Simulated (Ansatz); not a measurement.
A run on `[SiH3][Sb][SiH3]` radical with other settings.

```yaml
crystal:
  periodic: [false, false, false]
  atoms:
    - {symbol: Si, position_ang: [-0.691096, 1.225752, -1.061938]}
    - {symbol: Sb, position_ang: [1.521678, 0.540941, -0.780443]}
    - {symbol: Si, position_ang: [0.890214, -1.296530, 1.207469]}
    - {symbol: H, position_ang: [-1.454217, 0.037088, -1.412953]}
    - {symbol: H, position_ang: [-0.874312, 2.378041, -2.189289]}
    - {symbol: H, position_ang: [-1.244558, 1.818290, 0.288345]}
    - {symbol: H, position_ang: [2.073352, -1.904150, 1.499317]}
    - {symbol: H, position_ang: [-0.052185, -2.196664, 0.561507]}
    - {symbol: H, position_ang: [-0.024327, -0.552192, 2.044685]}
basis:
  gaussian: {orbitals: def2-mTZVPP}
magnetization: {spin_polarized: true, initial_magnetization: 1}
hamiltonian: {xc: {name: revPBE}, dispersion: d4}
scf: {lower_state_search: light}
output: {forces: true}
```

```sh
$ ansatz run in.yaml --threads 4 --pin off --events-out ev --progress --plain --max-ram 10444MiB
```

Shortened log:

```
Functional definition: revPBE
1208 factors; their error is unknown
mean field evaluation 1: about -22386.1764 eV, gradient 1.2e1 eV
mean field evaluation 2: about -22386.0002 eV, gradient 1.3e1 eV
mean field evaluation 4: about -22387.5350 eV, gradient 1.2e0 eV
mean field evaluation 8: about -22387.5482 eV, gradient 2.9e-2 eV
mean field evaluation 16: about -22387.5268 eV, gradient 9.9e-5 eV
mean field -22387.52677949 eV, -822.7264343355 hartree, gradient 1.7e-5 eV, S^2 0.753860; 0 other end points of the search recorded, 0 dependent functions left out
reference -22387.52684021 eV, -822.7264365671 hartree; 29, 28 occupied and 91, 92 virtual orbitals, 1208 factors
Total energy: -22388.10755908 eV, -822.7477775920 hartree
Atom 0 at    -0.691096     1.225752    -1.061938 Å, force    -2.922888     2.745254    -0.061465 eV/Å
Atom 1 at     1.521678     0.540941    -0.780443 Å, force     3.224128    -1.385973     0.868963 eV/Å
Atom 2 at     0.890214    -1.296530     1.207469 Å, force    -2.183868     2.234596    -2.658181 eV/Å
Atom 3 at    -1.454217     0.037088    -1.412953 Å, force    -0.686876    -0.484809    -0.254775 eV/Å
Atom 4 at    -0.874312     2.378041    -2.189289 Å, force     0.177645    -1.159720     1.039971 eV/Å
Atom 5 at    -1.244558     1.818290     0.288345 Å, force     0.199105    -0.378954    -0.919892 eV/Å
Atom 6 at     2.073352    -1.904150     1.499317 Å, force     2.455938    -1.232060     1.216638 eV/Å
Atom 7 at    -0.052185    -2.196664     0.561507 Å, force    -0.260334    -0.767208    -0.417868 eV/Å
Atom 8 at    -0.024327    -0.552192     2.044685 Å, force    -0.002850     0.428873     1.186608 eV/Å
Dipole moment:     0.052623    -0.159705     0.184644 e Å
```

Hardware: 4 threads of an Arm Neoverse V1 on a shared host. Wall time 1.9 s, peak host memory 0.19 GiB.
